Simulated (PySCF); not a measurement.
Run record for 1,1,1,3-tetrafluoropropane, `FCCC(F)(F)F`: HF/def2-SVPD, TDHF, 6 singlets.

Method: TDHF/def2-SVPD, vertical, gas phase, core orbitals frozen in the response (PySCF 2.14.0, density-fitted response routines). Geometry: GFN2-xTB. The input is one job of a driver script: a line of settings, then coordinates in Å.

Command:
```bash
OMP_NUM_THREADS=1 python probes_run.py task.json out
```

Input:
```
{"job": {"kind": "uv", "xc": "HF", "basis": "def2-SVPD", "nstates": 6, "ntriplets": 0, "tda": false}, "charge": 0, "multiplicity": 1}
F      2.414174    -0.272810    -0.113232
C      1.223254     0.378041     0.052759
C      0.076910    -0.614196    -0.134675
C     -1.259652     0.075814     0.040101
F     -1.396342     0.620382     1.258347
F     -2.284773    -0.769778    -0.120223
F     -1.438737     1.070408    -0.841955
H      1.185268     1.177634    -0.694247
H      1.224563     0.801070     1.062622
H      0.112370    -1.046274    -1.136822
H      0.148390    -1.417620     0.601363
```

Output:
```
final grid: 101528 points
cycle   1  E = -513.1052155240  dE =  1.236e+00  |g| = 1.016e+00  |ddm| = 3.682e+00
cycle   2  E = -513.2622029672  dE = -1.570e-01  |g| = 6.068e-01  |ddm| = 1.536e+00
cycle   3  E = -513.3235774003  dE = -6.137e-02  |g| = 7.502e-02  |ddm| = 6.090e-01
cycle   4  E = -513.3252300773  dE = -1.653e-03  |g| = 2.191e-02  |ddm| = 1.278e-01
cycle   5  E = -513.3253821922  dE = -1.521e-04  |g| = 4.087e-03  |ddm| = 3.692e-02
cycle   6  E = -513.3253898523  dE = -7.660e-06  |g| = 1.523e-03  |ddm| = 1.295e-02
cycle   7  E = -513.3253905367  dE = -6.844e-07  |g| = 4.493e-04  |ddm| = 2.751e-03
cycle   8  E = -513.3253906118  dE = -7.511e-08  |g| = 1.088e-04  |ddm| = 8.207e-04
cycle   9  E = -513.3253906180  dE = -6.207e-09  |g| = 2.516e-05  |ddm| = 2.598e-04
cycle  10  E = -513.3253906183  dE = -3.190e-10  |g| = 6.943e-06  |ddm| = 8.169e-05
converged SCF energy = -513.3253906183

Static polarisability (au): isotropic 37.445, principal 35.427 36.621 40.286

Singlet excitations
state   eV       nm        f      main configurations
  1  11.1751    110.9   0.02726   H->L 0.41, H->L+1 0.32
  2  11.6388    106.5   0.02723   H-1->L+1 0.34, H-1->L 0.28
  3  11.9806    103.5   0.00968   H->L 0.31, H->L+4 0.20, H->L+1 0.09
  4  12.3457    100.4   0.00972   H-1->L 0.50, H-1->L+4 0.16
  5  12.4198     99.8   0.18691   H->L+2 0.42, H->L+1 0.16, H->L+7 0.10
  6  12.7782     97.0   0.33708   H->L+3 0.49, H-1->L+2 0.14
```

H and L stand for HOMO and LUMO; the number after each pair is its weight.

Q: How does the lowest singlet excitation compare with the HOMO–LUMO gap?

A: HOMO -14.42 eV and LUMO 2.55 eV give a gap of 16.97 eV; S1 at 11.18 eV lies 5.79 eV below it.

Q: Which computed singlet has the largest oscillator strength, and what do all of them sum to?

A: State 6 at 12.78 eV (97 nm), f = 0.337; the 6 states sum to 0.598.

In short: SCF converged in 10 cycles with 184 basis and 645 fitting functions; HOMO -14.42 eV, LUMO 2.55 eV; lowest singlet 11.18 eV; mean polarisability 37.4 au.

Q: How long does this job take on Arm Neoverse V2, one thread, shared host with 96 logical CPUs at a one-minute load of 64? And the peak memory of the process?

A: About 8.5 s, with 0.71 GiB resident at the peak, the Python interpreter and its libraries included.

Conformer computed: `[F:1][CH2:2][CH2:3][C:4]([F:5])([F:6])[F:7]`: F1–C2–C3–C4 180°, C2–C3–C4–F5 -60°.

One conformer stands for the species.
